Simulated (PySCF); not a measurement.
**Correlation energy of Cr⁺ (chromium, charge +1)**

[Ar] 3d4 4s1, high-spin 6D determinant (an excited configuration). Calculation: PySCF 2.14, in x2c-TZVPPall with one added diffuse shell each of s, p, d, f type (7s6p5d3f1g, 80 functions); the spin-free X2C one-electron Hamiltonian (Gaussian nucleus). Frozen: [Ne]; 13 electrons correlated.

MP2 pair energies summed by pair of shells (mhartree):

```
 pair   energy  share (%)
3p-3d  -136.56       38.8
3p-3p   -91.56       26.0
3d-3d   -40.32       11.5
3s-3p   -32.33        9.2
3s-3d   -21.48        6.1
3p-4s   -12.34        3.5
3d-4s   -11.46        3.3
3s-3s    -5.04        1.4
3s-4s    -0.85        0.2
```

Total MP2 correlation energy: -351.94 mhartree.

Same-spin part -126.66 and opposite-spin part -225.28 mhartree; SCS-MP2 scales them by 1/3 and 6/5 to -312.55 mhartree.

This basis was not built for core-valence correlation, so the inner-shell part is incomplete.
